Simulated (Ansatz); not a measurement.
An input meant for the cluster Ag4⁻ (charge -1, doublet).

```yaml
crystal:
  periodic: [false, false, false]
  atoms:
    - {symbol: Ag, position_ang: [-0.699155, 0.869638, 0.482790]}
    - {symbol: Ag, position_ang: [1.888500, 1.368952, 0.336411]}
    - {symbol: Ag, position_ang: [0.729215, -0.962572, -0.485764]}
    - {symbol: Ag, position_ang: [-1.739762, -1.385417, -0.394496]}
basis:
  gaussian: {orbitals: def2-SVPD}
total_charge: -1
magnetization: {spin_polarized: true, initial_magnetization: 1}
hamiltonian: {xc: {name: PBE0}, dispersion: d4}
relax: {f_tol: 0.0001, max_steps: 1}
output: {forces: true}
```

```sh
$ ansatz run in.yaml --threads 4 --pin off --events-out ev --progress --plain --max-ram 3916MiB
```

It prints (some lines left out):

```
Functional definition: PBE0
1575 factors; integrals over basis functions are off by at most 2.0e-4 eV
mean field evaluation 1: about -15997.0477 eV, gradient 1.1e1 eV
mean field evaluation 2: about -15996.4403 eV, gradient 1.8e1 eV
mean field evaluation 4: about -15997.6943 eV, gradient 6.1e-1 eV
mean field evaluation 8: about -15997.8963 eV, gradient 9.2e-2 eV
mean field evaluation 16: about -15997.8963 eV, gradient 1.0e-3 eV
mean field evaluation 32: about -15997.7930 eV, gradient 1.4e0 eV
mean field -15997.89632435 eV, -587.9118461561 hartree, gradient 1.8e-5 eV, S^2 0.758476; 4 other end points of the search recorded, 0 dependent functions left out
reference -15997.89635010 eV, -587.9118471027 hartree; 39, 38 occupied and 97, 98 virtual orbitals, 1575 factors
relax step   1: F+E_penalty+E_count = -15998.09564630 eV  Δ(F+E_penalty+E_count) = +0.000e0 eV  max|allowed force component| = 2.048e0 eV/Å  Δτ_max = 0.0000 Å  (61 SCF iters, accepted)
Error: geometry relaxation did not converge after 1 steps: max|allowed force component| = 2.05e0 eV/Å (threshold 1.0e-4). Raise `relax.max_steps` over both its present limit and 1, loosen `relax.f_tol`, or start from a geometry closer to equilibrium. Where this run's directory can be resumed (`checkpoint.write`), a resume goes on for up to `relax.max_steps` more
```

Task: What is wrong with this run?

Result: The relaxation is allowed too few steps for its threshold. The SCF steps converged, but the relaxation ran out of steps.
